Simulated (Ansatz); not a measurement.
```yaml
crystal:
  periodic: [false, false, false]
  atoms:
    - {symbol: C, position_ang: [-0.129009, -1.543649, 1.295731]}
    - {symbol: O, position_ang: [0.329401, -0.391059, 0.937347]}
    - {symbol: W, position_ang: [0.053650, 0.690774, -0.382813]}
    - {symbol: N, position_ang: [1.466300, 1.017493, -1.086218]}
    - {symbol: N, position_ang: [-0.986267, -0.014473, -1.392973]}
    - {symbol: O, position_ang: [-0.668502, 2.193097, 0.163427]}
    - {symbol: H, position_ang: [0.595230, -2.237182, 1.208590]}
    - {symbol: H, position_ang: [-0.916318, -1.816610, 0.730968]}
    - {symbol: H, position_ang: [-0.415817, -1.497428, 2.258843]}
    - {symbol: H, position_ang: [2.119967, 1.029558, -1.741694]}
    - {symbol: H, position_ang: [-1.273937, -0.353187, -2.206096]}
    - {symbol: H, position_ang: [-0.174699, 2.922649, 0.214888]}
basis:
  gaussian: {orbitals: def2-SVPD}
magnetization: {spin_polarized: true, initial_magnetization: 6}
hamiltonian: {xc: {name: B97}, pseudopotentials: {relativity: none}}
```

```sh
$ ansatz run in.yaml --threads 2 --pin off --events-out ev --progress --plain --max-ram 22528MiB --backend cpu
```

Output, abridged:

```
Functional definition: B97
1629 factors; their error is unknown
mean field evaluation 1: about -9991.4215 eV, gradient 5.6e1 eV
mean field evaluation 2: about -9925.7024 eV, gradient 1.2e2 eV
mean field evaluation 4: about -10005.0135 eV, gradient 1.1e1 eV
mean field evaluation 8: about -10005.7162 eV, gradient 1.9e0 eV
mean field evaluation 16: about -10005.7741 eV, gradient 6.9e-2 eV
mean field evaluation 32: about -10005.7959 eV, gradient 4.2e-4 eV
mean field -10005.79594276 eV, -367.7062187244 hartree, gradient 1.2e-5 eV, S^2 12.020788; 7 other end points of the search recorded, 0 dependent functions left out
reference -10005.79601168 eV, -367.7062212573 hartree; 31, 25 occupied and 158, 164 virtual orbitals, 1629 factors
Total energy: -10005.79601168 eV, -367.7062212573 hartree
```

(1) What is wrong with this run?

Answers

(1) The spin is set far too high for this molecule. Self-consistency was reached. The result belongs to that input, not to the molecule as meant.
